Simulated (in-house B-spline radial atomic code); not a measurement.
## RPA and G0W0 on Hartree-Fock: K⁻

Configuration [Ar] 4s2, mean-field start Hartree-Fock. Computed with a B-spline radial code for spherical atoms: all electrons, non-relativistic, point nucleus, each spin shell either full or empty, empty states to l = 9 with an (l + 1/2)⁻⁴ tail; G0W0 by contour deformation at full frequency.

Command:
```bash
python run_gw.py task.json out
```
Settings (radii: box in bohr, nucleus in fm):
```
Z                        19
electrons                20
configuration            [Ar] 4s2
hamiltonian              nr
method                   hf
lmax                     9
spin_polarised           False
box_radius               60
intervals                55
ion_configuration        [Ar] 4s1
```

Run time, properties included: 4.5 s on 1 thread of Arm Neoverse N1, with other jobs on the host.

Energies (hartree):

```csv
term,value
mean-field total,-599.16192
Hartree-Fock functional on these orbitals,-599.16192
direct second order,-1.1496
second-order exchange,0.39401
SOSEX correction,0.36285
```

(1) What is the RPA correlation energy, and what remains with SOSEX?

Quasi-particle levels (eV):

```tsv
level	occupied	mean field	Σx - vxc	Σc	QP weight	G0W0
4s	yes	-0.281	0.00	?	?	?
2p	yes	-310.20	0.00	8.16	0.878	-302.04
```

G0W0 = mean field + (Σx - vxc) + Σc, with Σc (partial-wave tail included) taken at the quasi-particle energy. Only the outer levels were computed. Levels of low weight are left out.

(2) Where does G0W0 put 4s?

(3) What does it cost to remove one electron (to [Ar] 4s1) by differences of total energies, each species on its own start (correlation terms add to the Hartree-Fock functional)?

## Answers

(1) RPA gives -1.0231 hartree (-1.39 eV per electron); RPA + SOSEX gives -0.6603, and the second-order doubles (MP2) -0.7556 hartree. RPA lacks exchange-type terms and so overcorrelates at short range.

(2) At -0.614 eV, with Σc = -0.33 eV and a quasi-particle weight of 0.837. The tabulated removal energy is 0.501 eV (electron affinity of the neutral atom); the calculation leaves out relativity, Breit and QED terms, and what these don't explain is the method's own error.

(3) Hartree-Fock functional -0.080 eV, + RPA 0.355 eV, + RPA + SOSEX 0.259 eV, + second order 0.365 eV. Tabulated: 0.501 eV (electron affinity of the neutral atom); the calculation leaves out relativity, Breit and QED terms, and what these don't explain is the method's own error.
